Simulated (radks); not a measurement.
Species: the palladium ion Pd31+. Configuration: [Ne] 3s2 3p3 (the NIST ground configuration). Calculated with a radial shooting solver on a logarithmic mesh with Libxc functionals: scalar-relativistic Kohn-Sham, PBE, spin-unpolarised, spherical densities, point nucleus.

Unscreened Slater integrals over Kohn-Sham orbitals (eV).

integral    value
F0(3p,3p)  74.874
F2(3p,3p)  37.714
F0(3p,3s)  73.589
G1(3p,3s)  47.686
F0(3p,2p)  99.099
F2(3p,2p)  25.053
G0(3p,2p)  9.9741
G2(3p,2p)  10.973
F0(3p,2s)  96.136
G1(3p,2s)  7.9100
F0(3s,3s)  72.558
F0(3s,2p)  95.087
G1(3s,2p)  9.7557
F0(3s,2s)  93.044
G0(3s,2s)  7.7781
F0(2p,2p)  208.57
F2(2p,2p)  99.132
F0(2p,2s)  191.13
G1(2p,2s)  108.61
F0(2s,2s)  180.10

Derived for the open shells (J is the average intra-shell exchange parameter used in DFT+U). 3p: J = F2/5 = 7.543 eV.
